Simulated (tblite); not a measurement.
Species: C3H11PSSi2.
Cartesian coordinates in Å at the GFN2-xTB level; atoms count from 1:
```xyz
18
C3H11PSSi2 angstrom
P     -3.026    0.633    0.813
Si    -1.757   -0.755   -0.402
C      0.042   -0.473    0.150
C      0.984   -1.454   -0.528
S      2.715   -0.999   -0.173
C      2.538    0.755   -0.635
Si     0.767    1.272   -0.144
H     -4.189    0.353    0.122
H     -2.766    1.754    0.044
H     -1.871   -0.553   -1.854
H     -2.193   -2.126   -0.103
H      0.087   -0.661    1.228
H      0.853   -2.475   -0.171
H      0.860   -1.444   -1.611
H      2.731    0.843   -1.703
H      3.318    1.294   -0.105
H      0.144    1.962   -1.278
H      0.755    2.080    1.073
```

Computed values, GFN2-xTB/tblite, gas phase, harmonic and unscaled. Errors from tens to a few hundred cm⁻¹ against measured bands are possible. Modes of hydrogen on phosphorus and silicon can be 10 to 20 % off. One conformer, not necessarily the lowest.

Harmonic wavenumbers (cm⁻¹): 36.5, 53.0, 78.8, 97.6, 143.5, 183.1, 244.3, 322.6, 360.2, 414.5, 475.4, 496.2, 531.4, 541.0, 635.9, 637.3, 647.1, 689.4, 709.1, 721.2, 725.5, 733.1, 758.9, 769.3, 788.6, 843.3, 903.0, 1036.2, 1052.4, 1085.4, 1120.1, 1144.6, 1150.1, 1214.7, 1271.3, 1444.4, 1465.8, 2182.4, 2207.4, 2239.7, 2296.0, 2306.7, 2393.8, 2914.8, 2958.4, 2973.6, 3003.9, 3032.1.

A = 2640, B = 617.0, C = 532.4 MHz; mass 165.986 u (most abundant isotopes); point group C1, symmetry number 1.

Problem. What is the zero-point energy?

Solution. Half the sum of the wavenumbers: 27017 cm⁻¹ = 77.25 kcal/mol.

Problem. What is S at 350 K and 1 bar for an ideal gas of classical rigid rotors and harmonic oscillators?

Solution. Translation 42.05, rotation 30.77, vibration 40.43: S = 113.2 cal/(mol K).

Problem. And Cp and H(350 K) − H(0)?

Solution. Cp = 48.59 cal/(mol K), of which vibrations give 40.64 (their classical limit is 48 R = 95.4); H(350 K) − H(0) = 10.01 kcal/mol without the zero-point energy, 7.23 from vibrations.

Problem. Which modes carry the vibrational entropy at 350 K?

Solution. 36.5 cm⁻¹: 5.76; 53.0 cm⁻¹: 5.02; 78.8 cm⁻¹: 4.24; 97.6 cm⁻¹: 3.82; 143.5 cm⁻¹: 3.06; 183.1 cm⁻¹: 2.60 cal/(mol K); the other 42 give 15.93 together.

Problem. Blend soft modes into free rotors: weight 1/[1 + (100 cm⁻¹/ν̃)⁴] for the oscillator and the rest for a rotor with moment μB/(μ + B), μ = h/(8π²ν), B = 10⁻⁴⁴ kg m². What vibrational entropy results?

Solution. 36.24 cal/(mol K) in place of 40.43, which changes −T·S at 350 K by +1.46 kcal/mol.

Problem. How do the functions run with temperature in this model?

Solution. 
```
 T (K)  S (cal/(mol K))  Cp (cal/(mol K))  H − H(0) (kcal/mol)  G − H(0) (kcal/mol)  ln q(vib)
   150             83.0              25.2                 2.54                -9.91       4.00
   250             98.8              37.6                 5.68               -19.02       6.98
298.15            105.9              43.2                 7.63               -23.95       8.41
   400            120.0              53.2                12.55               -35.46      11.43
   600            144.4              66.8                24.66               -61.98      17.18
   900            174.1              79.3                46.73              -109.92      25.04
```

q(vib) and H(0) count from the zero-point level.

Hindered rotation and anharmonicity are outside this model. Other conformers, if any are populated, would add a mixing term that is left out. The structure is chiral; the term R ln 2 for an equal mix with its mirror image is left out.
